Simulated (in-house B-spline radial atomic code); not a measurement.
## RPA and G0W0 on LDA VWN5: Si V (Si4+)

Configuration [He] 2s2 2p6, mean-field start LDA VWN5. Computed with an all-electron radial atomic-structure program (B-spline basis): all electrons, scalar-relativistic (spin-free one-electron X2C), finite nucleus, each spin shell either full or empty, empty states to l = 9 with an (l + 1/2)⁻⁴ tail; G0W0 by contour deformation at full frequency.

Command:
```bash
python run_gw.py task.json out
```
Settings (radii: box in bohr, nucleus in fm):
```
Z                        14
electrons                10
configuration            [He] 2s2 2p6
hamiltonian              x2c
method                   lda,vwn
lmax                     9
rms_radius               3.1224
spin_polarised           False
box_radius               11.96
intervals                69
```

Run time, properties included: 1.5 s on 1 thread of Intel(R) Xeon(R) Platinum 8488C (Sapphire Rapids), on a shared host.

Energies (hartree):

```csv
term,value
mean-field total,-285.00833
Hartree-Fock functional on these orbitals,-285.76905
direct second order,-0.68354
second-order exchange,0.24167
SOSEX correction,0.22451
```

Problem. What is the RPA correlation energy, and what remains with SOSEX?

Solution. RPA gives -0.61535 hartree (-1.67 eV per electron); RPA + SOSEX gives -0.39084, and the second-order doubles -0.44187 hartree (no singles). RPA lacks exchange-type terms and so overcorrelates at short range.

Quasi-particle levels (eV):

```json
{"level": "2p", "occupied": "yes", "mean field": "-148.57", "Σx - vxc": "-20.57", "Σc": "?", "QP weight": "?", "G0W0": "?"}
{"level": "2s", "occupied": "yes", "mean field": "-191.58", "Σx - vxc": "-29.21", "Σc": "5.54", "QP weight": "0.942", "G0W0": "-215.25"}
{"level": "3s", "occupied": "no", "mean field": "-49.64", "Σx - vxc": "5.26", "Σc": "-0.61", "QP weight": "0.996", "G0W0": "-44.99"}
```

G0W0 = mean field + (Σx - vxc) + Σc, with Σc (partial-wave tail included) taken at the quasi-particle energy. Levels of low weight are left out.

Problem. Where does G0W0 put 2p?

Solution. At -166.82 eV, with Σc = 2.31 eV and a quasi-particle weight of 0.964. The tabulated removal energy is 166.767 ± 0.003 eV (NIST, measured); the calculation leaves out spin-orbit coupling, Breit and QED terms, and what these don't explain is the method's own error.
